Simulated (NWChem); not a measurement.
System: MoHS2OCl; SMILES [Cl][Mo](=[S])([SH])=[O]

```xyz
6

Mo     0.0462    -0.0157     0.2310
O      0.1085     0.0804     1.8843
S      1.9901     0.1791    -0.5531
Cl    -0.8616    -1.9812    -0.4257
S     -1.2061     1.8113    -0.4371
H     -0.7073     1.8511    -1.6959
```
Atoms are numbered in this order, from 1.

Computed with NWChem. The geometry was optimised at PBE0/def2-SVP (def2 core potentials past Kr). No frequency run checked for a minimum.

Q: What does the run give for PBE/STO-3G (all-electron, non-relativistic)? Quantities: highest occupied level (eV); orbital gap (eV); dipole (D).

A: 
| Quantity | Result |
|---|---|
| highest occupied level (eV) | -3.26 |
| orbital gap (eV) | 2.82 |
| dipole (D) | 2.25 |
